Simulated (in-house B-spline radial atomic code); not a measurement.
Computed with a B-spline radial atomic code. Model: two electrons, singlet ground state, non-relativistic, full CI in B-splines with partial waves to l = 8 (at full coupling up to 3e-4 hartree above the limit, correlation up to 0.6 % small), density held at that of full coupling by Lieb maximisation.

W(λ) is the mean repulsion in the state of coupling λ less the Hartree energy of the fixed density. Its start is exact exchange, its initial slope is twice the second-order Görling-Levy correlation energy, and its area from 0 to 1 is E_xc. A straight curve means weak, dynamic correlation, and a curve that drops fast and flattens means strong correlation.

Command:
```bash
python run_ac.py task.json out
```
Settings (lengths in bohr, energies in hartree):
```
potential              yukawa
strength               9.48
lmax                   8
second                 2.94
```

Run time, properties included: 11 s on 1 thread of Intel(R) Xeon(R) Processor @ 2.30GHz (shared host).

**W = mean repulsion less Hartree energy, and W of three functionals.**

Given: confinement screened point charge; nuclear charge 9.48; screening of the nucleus 2.94 1/bohr; external potential -Z exp(-k r)/r.

Computed: PBE exchange minus exact 79.495 millihartree; SCAN exchange minus exact -15.894 millihartree.

| coupling | W xc (hartree) | W xc minus exchange (millihartree) | kinetic minus Kohn-Sham (millihartree) | LDA (PW92) W minus its exchange (millihartree) | PBE W minus its exchange (millihartree) | SCAN W minus its exchange (millihartree) |
| --- | --- | --- | --- | --- | --- | --- |
| 0 | -5.2823 | 0 | 0 | 0 | 0 | 0 |
| 0.02 | -5.2842 | -1.894 | 0 | -15.86 | -1.82 | -1.84 |
| 0.05 | -5.287 | -4.73 | 0.1 | -34.02 | -4.55 | -4.59 |
| 0.12 | ? | ? | ? | ? | ? | ? |
| 0.25 | -5.3057 | -23.439 | 2.9 | -122.04 | -23 | -22.46 |
| 0.4 | -5.3195 | -37.261 | 7.4 | -173.7 | -36.9 | -35.51 |
| 0.6 | -5.3377 | -55.416 | 16.5 | -233.41 | -55.38 | -52.51 |
| 0.8 | -5.3555 | -73.265 | 29 | -286.25 | -73.74 | -69.11 |
| 1 | -5.3731 | -90.815 | 44.8 | -334.18 | -91.92 | -85.34 |
| 1.4 | -5.4073 | -125.05 | 85.8 | -419.47 | -127.68 | -116.8 |
| 2 | -5.4566 | -174.33 | 169.4 | -529.11 | -179.61 | -161.73 |
| 3 | ? | ? | ? | ? | ? | ? |
| 4.5 | -5.6385 | -356.25 | 753.4 | -863.24 | -373.41 | -325.87 |
| 7 | -5.7896 | -507.31 | 1616.4 | -1098 | -535.67 | -462.07 |
| 10 | -5.9398 | -657.54 | 2885.8 | -1312.5 | -698.56 | -598.96 |

(1) What belongs in the row 0.12?

(2) What belongs in the row 3?

(3) What is the LDA exchange minus exact?

**Energy parts, natural occupations and partial-wave weights.**

Computed: total energy -39.7860 hartree; exchange energy -5.2823 hartree; kinetic part of the DFT correlation energy 0.044755 hartree; initial slope twice GL2 -0.094772 hartree; kinetic part over minus potential part 0.49281; Kohn-Sham kinetic 74.152 hartree; Lieb Oxford ratio E_xc over LDA exchange 1.1724.

```
natural  occupation of the shell (electrons)
      s                               1.9993
      p                           0.00037875
      s                                    ?
      d                           2.1266e-05
      p                           1.6342e-05
      s                           7.6647e-06
```

(4) What belongs in the row s?

```json
{"wave": "s", "weight": "0.99979"}
{"wave": "p", "weight": "0.00019846"}
{"wave": "d", "weight": "?"}
{"wave": "f", "weight": "1.8185e-06"}
{"wave": "g", "weight": "4.3567e-07"}
```

(5) What belongs in the row d?

(6) What is the correlation energy?

(7) What is the Hartree energy?

Results:

(1) W xc (hartree): -5.2936; W xc minus exchange (millihartree): -11.315; kinetic minus Kohn-Sham (millihartree): 0.7; LDA (PW92) W minus its exchange (millihartree): -68.97; PBE W minus its exchange (millihartree): -10.98; SCAN W minus its exchange (millihartree): -10.91.

(2) W xc (hartree): -5.5336; W xc minus exchange (millihartree): -251.36; kinetic minus Kohn-Sham (millihartree): 361.5; LDA (PW92) W minus its exchange (millihartree): -680.69; PBE W minus its exchange (millihartree): -261.38; SCAN W minus its exchange (millihartree): -231.43.

(3) 737.56 millihartree.

(4) occupation of the shell (electrons): 0.00030046.

(5) weight: 1.2085e-05.

(6) -0.046061 hartree.

(7) 10.565 hartree.

Half-way to full coupling W has made 51 % of its drop, against 50 % for a straight line, and second-order (GL2) theory, half the initial slope, overshoots the correlation energy by about 3 %: correlation is weak here. Over couplings 0 to 1 the errors in E_xc come to about +590 millihartree for LDA, +79 millihartree for PBE, -13 millihartree for SCAN, so SCAN is nearest. In LDA and PBE and SCAN the errors of exchange and correlation have opposite signs, so the sum is smaller than the larger of the two.
